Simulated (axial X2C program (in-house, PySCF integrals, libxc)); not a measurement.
**Bond lengths and stretching modes, held linear, of SeCO**

Computed with an axial X2C code built on PySCF integrals: two-component X2C with atomic mean-field Coulomb and Gaunt terms, Gaussian nuclei, basis Se dyall-v3z, C dyall-v3z, O dyall-av3z with contracted cores. Spin-free rows use the one-electron spin-free X2C Hamiltonian.

Masses Se 79.917, C 12.000, O 15.995 u. States: 2c Ω = 0 (all partner blocks equally filled); spin-free M_S = 0, Λ = 0 (closed shell).

MP2, 2c: energies above the lowest point

```csv
r(Se–C) (Å),r(C–O) (Å),E (meV)
1.6653,1.1222,148.36
1.6653,1.1510,45.29
1.6653,1.1798,30.94
1.7080,1.1222,104.06
1.7080,1.1510,8.08
1.7080,1.1798,0.00
1.7080,1.2086,64.19
1.7507,1.1222,129.77
1.7507,1.1510,41.00
1.7507,1.1798,39.35
1.7934,1.1510,129.34
1.7934,1.2086,209.97
```

Task: Fit a quadratic surface with cubic terms in each bond: where is the minimum, and what are the two stretching wavenumbers?

Result: At MP2, 2c: bonds 1.706 and 1.168 Å; harmonic stretches 683.0 and 2011.9 cm⁻¹; force constants 6.21, 15.1 and coupling 0.84 mdyn/Å.

The other levels and Hamiltonians give:

```
Hamiltonian  level  r(Se–C) (Å)  r(C–O) (Å)  lower stretch (cm⁻¹)  upper stretch (cm⁻¹)
         2c   PBE0        1.706       1.150                 666.8                2115.2
         2c     HF        1.728       1.117                 621.3                2247.7
         2c  B3LYP        1.717       1.153                 647.3                2075.7
  spin-free   PBE0        1.705       1.150                 668.1                2115.9
  spin-free     HF        1.727       1.117                 623.3                2248.4
  spin-free  B3LYP        1.716       1.153                 648.7                2076.4
  spin-free    MP2        1.705       1.168                 684.0                2012.3
```

Each state is one determinant, the lowest of a limited PBE0 search; the stretches come from a fit to these few points and carry an uncertainty of a few per cent. Other orders of the atoms were not compared. MP2 freezes inner shells (threshold -2 hartree). The molecule was held linear; bending was not examined, so a bent shape may lie lower.
